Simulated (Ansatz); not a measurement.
`CN[AsH]N` → `N[AsH2]` + `C=N` at 298.15 K and 1 bar (β-hydride elimination).

Program: Ansatz. Geometries: PBE0-D4/def2-TZVP. ΔE: electronic, gas phase. CCSD(T)/CBS adds triple-zeta CCSD(T) − MP2 to the extrapolated MP2 energy (def2 sets, frozen cores). This one scheme is used for every species. For As outer-core shells are correlated without core-valence functions, which leaves a few kJ/mol of doubt a bond. Scalar relativity is left out up to krypton. One conformer a species, not always the lowest.

```tsv
species	CCSD(T)/CBS energy (Eh)	H − E (kJ/mol)	S (J/(mol·K))
`CN[AsH]N`	-2386.66395	252.5	340.1
`N[AsH2]`	-2292.09958	122.1	266.6
`C=N`	-94.52360	115.3	227.0
```

H − E and S are ideal-gas, rigid-rotor, harmonic terms from PBE0-D4/def2-TZVP, for one conformer and one mirror image of each species. 1 Eh = 2625.50 kJ/mol, R = 8.31446 J/(mol·K).

**Question.** By hand: ΔE, ΔH, ΔS and ΔG.

**Answer.** ΔE = (-2292.09958) + (-94.52360) − (-2386.66395) = 0.04077 Eh = 107.0 kJ/mol. Δ(H − E) = 122.1 + 115.3 − 252.5 = -15.1, so ΔH = 91.9 kJ/mol. ΔS = 266.6 + 227.0 − 340.1 = 153.5 J/(mol·K). ΔG = 91.9 − 298.15 × (153.5)/1000 = 46.1 kJ/mol.

**Question.** By hand: the equilibrium constant, and the temperature at which ΔG would vanish if ΔH and ΔS stayed fixed.

**Answer.** log₁₀ K = −ΔG/(RT ln 10) = -8.1. ΔG = 0 at ΔH/ΔS = 599 K.

The number of gas molecules changes by +1, which sets the sign of ΔS. A doubt of 5 kJ/mol in ΔE shifts log₁₀ K by 0.9 here. Other conformers and mirror images would add mixing entropy, several J/(mol·K) or more a flexible species. These are equilibria of isolated gas molecules and say nothing of rates. Largest T1 diagnostic: 0.012 (customary marks: 0.02 for closed shells, 0.045 for open ones).
